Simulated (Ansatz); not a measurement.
```yaml
atoms:
  - { symbol: Ge, position_ang: [0.0000, 0.0000, 0.0000] }
  - { symbol: H, position_ang: [0.8165, 0.8165, 0.8165] }
  - { symbol: H, position_ang: [0.8165, -0.8165, -0.8165] }
  - { symbol: H, position_ang: [-0.8165, 0.8165, -0.8165] }
  - { symbol: H, position_ang: [-0.8165, -0.8165, 0.8165] }
```

Basis set: def2-TZVP (spherical functions). Left uncorrelated: 9 orbitals. Charge 0, multiplicity 1.

Computed with Ansatz (development build ahead of 0.2.0); each method stands on the lowest determinant of its kind that the runs found. Restricted open shells among the atoms or ions are ROHF, correlated in semicanonical orbitals with singles.

The atomization energy at this shape (free ground-state atoms in the same class of orbitals less the molecule, no zero-point energy) of singlet GeH4:

```tsv
method	atomization energy
RHF-MP2	11.47 eV
```

(1) What does RHF give?

## Answers

(1) 9.20 eV. Caution: the shape is not the minimum.
